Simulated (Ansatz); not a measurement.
CH5FGeOSe, SMILES `C[O][GeH]([F])[SeH]`, relaxed with RKS PBE0-D4/def2-TZVP in the Gaussian-basis code of Ansatz from a GFN2-xTB geometry. The force threshold is 0.005 eV/Å; the program also tests the step.

Total charge 0; spin multiplicity 1.

Start:

```xyz
10

C    -0.449   -1.483    0.814
O    -0.958   -0.196    0.519
Ge   -0.215    1.128   -0.317
F     0.878    1.973    0.805
Se    1.109    0.421   -2.102
H    -1.304   -2.153    0.919
H     0.200   -1.855    0.015
H     0.116   -1.465    1.748
H    -1.373    2.082   -0.404
H     1.996    1.548   -1.996
```

```json
{"step": "1", "energy (eV)": "-127734.1086", "largest force (eV/Å)": "1.175", "largest move (Å)": "0.000"}
{"step": "2", "energy (eV)": "-127734.1890", "largest force (eV/Å)": "0.662", "largest move (Å)": "0.149"}
{"step": "3", "energy (eV)": "-127734.2119", "largest force (eV/Å)": "0.490", "largest move (Å)": "0.053"}
{"step": "4", "energy (eV)": "-127734.2254", "largest force (eV/Å)": "0.173", "largest move (Å)": "0.052"}
{"step": "5", "energy (eV)": "-127734.2310", "largest force (eV/Å)": "0.096", "largest move (Å)": "0.051"}
{"step": "6", "energy (eV)": "-127734.2323", "largest force (eV/Å)": "0.146", "largest move (Å)": "0.051"}
{"step": "7", "energy (eV)": "-127734.2356", "largest force (eV/Å)": "0.128", "largest move (Å)": "0.046"}
{"step": "8", "energy (eV)": "-127734.2371", "largest force (eV/Å)": "0.073", "largest move (Å)": "0.059"}
{"step": "9", "energy (eV)": "-127734.2375", "largest force (eV/Å)": "0.099", "largest move (Å)": "0.053"}
{"step": "10", "energy (eV)": "-127734.2379", "largest force (eV/Å)": "0.083", "largest move (Å)": "0.022"}
{"step": "11 (rejected)", "energy (eV)": "-127734.2377", "largest force (eV/Å)": "0.091", "largest move (Å)": "0.037"}
{"step": "13", "energy (eV)": "-127734.2385", "largest force (eV/Å)": "0.020", "largest move (Å)": "0.039"}
{"step": "15", "energy (eV)": "-127734.2391", "largest force (eV/Å)": "0.040", "largest move (Å)": "0.018"}
{"step": "17 (rejected)", "energy (eV)": "-127734.2370", "largest force (eV/Å)": "0.339", "largest move (Å)": "0.173"}
{"step": "19", "energy (eV)": "-127734.2396", "largest force (eV/Å)": "0.005", "largest move (Å)": "0.005"}
{"step": "21", "energy (eV)": "-127734.2401", "largest force (eV/Å)": "0.035", "largest move (Å)": "0.005"}
{"step": "23 (rejected)", "energy (eV)": "-127734.2397", "largest force (eV/Å)": "0.195", "largest move (Å)": "0.136"}
{"step": "25", "energy (eV)": "-127734.2403", "largest force (eV/Å)": "0.003", "largest move (Å)": "0.010"}
{"step": "27", "energy (eV)": "-127734.2407", "largest force (eV/Å)": "0.029", "largest move (Å)": "0.005"}
{"step": "29", "energy (eV)": "-127734.2408", "largest force (eV/Å)": "0.003", "largest move (Å)": "0.008"}
{"step": "31 (rejected)", "energy (eV)": "-127734.2397", "largest force (eV/Å)": "0.209", "largest move (Å)": "0.133"}
{"step": "33", "energy (eV)": "-127734.2409", "largest force (eV/Å)": "0.004", "largest move (Å)": "0.002"}
{"step": "35", "energy (eV)": "-127734.2411", "largest force (eV/Å)": "0.048", "largest move (Å)": "0.016"}
{"step": "37", "energy (eV)": "-127734.2412", "largest force (eV/Å)": "0.013", "largest move (Å)": "0.014"}
{"step": "39", "energy (eV)": "-127734.2413", "largest force (eV/Å)": "0.020", "largest move (Å)": "0.016"}
{"step": "41 (rejected)", "energy (eV)": "-127734.2413", "largest force (eV/Å)": "0.018", "largest move (Å)": "0.026"}
{"step": "43", "energy (eV)": "-127734.2413", "largest force (eV/Å)": "0.004", "largest move (Å)": "0.015"}
```

End:

```xyz
10

C    -0.346   -1.380    0.734
O    -1.105   -0.221    0.452
Ge   -0.368    1.185   -0.293
F     0.806    1.811    0.825
Se    0.862    0.658   -2.216
H    -1.044   -2.170    1.014
H     0.226   -1.714   -0.139
H     0.345   -1.210    1.565
H    -1.488    2.207   -0.477
H     2.111    0.833   -1.464
```

Hardware: 2 threads of an AMD EPYC 7R13 on a shared host and a share of an NVIDIA H100 80 GB. Wall time 110 s, peak host memory 0.94 GiB.
